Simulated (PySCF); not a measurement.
# Working out the ionisation energy of Se

Se [Ar] 3d10 4s2 4p4 (3P) → Se⁺ [Ar] 3d10 4s2 4p3 (4S). Calculation: PySCF 2.14, in jorge-DZP-DKH (8s6p2d1f, 43 functions); the spin-free X2C one-electron Hamiltonian (Gaussian nucleus). Frozen: [Ar] 3d10. Energies in hartree (1 hartree = 27.21139 eV):

```csv
part,Se (lower),Se⁺ (upper)
UHF,-2427.932810,-2427.622540
CCSD correlation,-0.039205,-0.032693
(T),-0.000290,-0.000200
```

Task: What does Hartree-Fock give?

Result: (-2427.622540) − (-2427.932810) = 0.310270 hartree = 8.443 eV.

Task: What do CCSD and CCSD(T) give?

Result: The CCSD correlation energies differ by 0.006512 hartree = 0.177 eV and the triples by 0.000090 hartree = 0.002 eV, so CCSD gives 8.620 eV and CCSD(T) 8.622 eV.

Measured between the centres of the two terms (NIST): 9.635 eV, so CCSD(T) (valence) is off by -1.013 eV.

A double-zeta basis recovers only part of the correlation energy.

What remains against the reference includes basis incompleteness, the frozen core and higher excitations.
